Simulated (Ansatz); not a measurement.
`CN(C)c1ncc(-c2ncc(-c3ncc(-c4ncc(-c5ncc(-c6ncc(C#N)s6)s5)s4)s3)s2)s1`. The state is a singlet with charge 0. Geometry PBE-D4/def2-SVP; atoms count from 1.

```
atom   x (Å)    y (Å)   z (Å)
  C1  -2.844   10.043   4.306
  N2  -3.137    8.723   3.769
  C3  -4.470    8.444   3.279
  C4  -2.114    7.864   3.509
  N5  -0.852    8.068   3.855
  C6  -0.074    7.019   3.489
  C7  -0.699    5.961   2.832
  C8  -0.094    4.752   2.350
  N9   1.205    4.483   2.470
 C10   1.503    3.282   1.928
 C11   0.443    2.564   1.363
 C12   0.422    1.283   0.717
 N13  -0.678    0.723   0.223
 C14  -0.407   -0.483  -0.327
 C15   0.924   -0.906  -0.281
 C16   1.540   -2.109  -0.763
 N17   2.834   -2.380  -0.660
 C18   3.136   -3.583  -1.198
 C19   2.070   -4.303  -1.747
 C20   2.139   -5.600  -2.369
 N21   3.273   -6.280  -2.510
 C22   3.055   -7.464  -3.122
 C23   1.734   -7.750  -3.482
 C24   1.170   -8.902  -4.132
 N25  -0.120   -9.043  -4.408
 C26  -0.372  -10.223  -5.020
 C27   0.732  -11.051  -5.240
 C28   0.768  -12.325  -5.849
 N29   0.791  -13.387  -6.357
 S30   2.175  -10.267  -4.633
 S31   0.709   -6.418  -3.005
 S32   0.598   -3.382  -1.561
 S33   1.889    0.315   0.517
 S34  -1.031    3.492   1.538
 S35  -2.413    6.329   2.658
 H36  -3.550   10.284   5.126
 H37  -1.810   10.041   4.694
 H38  -2.930   10.828   3.521
 H39  -4.584    8.670   2.192
 H40  -4.726    7.374   3.438
 H41  -5.202    9.055   3.842
 H42   1.004    7.016   3.706
 H43   2.541    2.915   1.949
 H44  -1.219   -1.072  -0.780
 H45   4.167   -3.964  -1.198
 H46   3.900   -8.145  -3.312
 H47  -1.397  -10.493  -5.315
```

Single mean-field runs in def2-SVP are fitted with def2-universal-jkfit.

(1) Estimate the Mulliken populations of the heavy atoms from the PBE0/def2-SVP orbitals of Ansatz.

(2) And the Mayer bond orders between bonded heavy atoms (over 0.3)?

Answers

(1) 
```tsv
atom	charge (e)
C1	0.04
N2	-0.37
C3	0.04
C4	0.13
N5	-0.22
C6	0.14
C7	-0.15
C8	-0.04
N9	-0.18
C10	0.10
C11	-0.14
C12	-0.03
N13	-0.18
C14	0.09
C15	-0.13
C16	-0.03
N17	-0.17
C18	0.12
C19	-0.13
C20	-0.04
N21	-0.17
C22	0.10
C23	-0.13
C24	-0.02
N25	-0.18
C26	0.17
C27	-0.28
C28	-0.06
N29	0.01
S30	0.19
S31	0.20
S32	0.14
S33	0.19
S34	0.17
S35	0.07
```
Mulliken values and Mayer orders depend strongly on the basis.

(2) C1–N2 0.96 (1.45 Å); N2–C3 0.97 (1.45 Å); N2–C4 1.22 (1.36 Å); C4–N5 1.54 (1.32 Å); C4–S35 1.08 (1.78 Å); N5–C6 1.36 (1.36 Å); C6–C7 1.48 (1.39 Å); C7–C8 1.18 (1.44 Å); C7–S35 1.06 (1.76 Å); C8–N9 1.61 (1.33 Å); C8–S34 1.11 (1.77 Å); N9–C10 1.40 (1.35 Å); C10–C11 1.44 (1.40 Å); C11–C12 1.18 (1.43 Å); C11–S34 1.11 (1.75 Å); C12–N13 1.61 (1.33 Å); C12–S33 1.12 (1.77 Å); N13–C14 1.40 (1.35 Å); C14–C15 1.45 (1.40 Å); C15–C16 1.18 (1.44 Å); C15–S33 1.12 (1.75 Å); C16–N17 1.64 (1.33 Å); C16–S32 1.10 (1.77 Å); N17–C18 1.37 (1.35 Å); C18–C19 1.46 (1.40 Å); C19–C20 1.15 (1.44 Å); C19–S32 1.12 (1.75 Å); C20–N21 1.62 (1.33 Å); C20–S31 1.12 (1.77 Å); N21–C22 1.40 (1.35 Å); C22–C23 1.44 (1.40 Å); C23–C24 1.16 (1.44 Å); C23–S31 1.13 (1.75 Å); C24–N25 1.64 (1.33 Å); C24–S30 1.12 (1.77 Å); N25–C26 1.38 (1.35 Å); C26–C27 1.46 (1.40 Å); C27–C28 1.22 (1.41 Å); C27–S30 1.11 (1.75 Å); C28–N29 2.93 (1.18 Å).
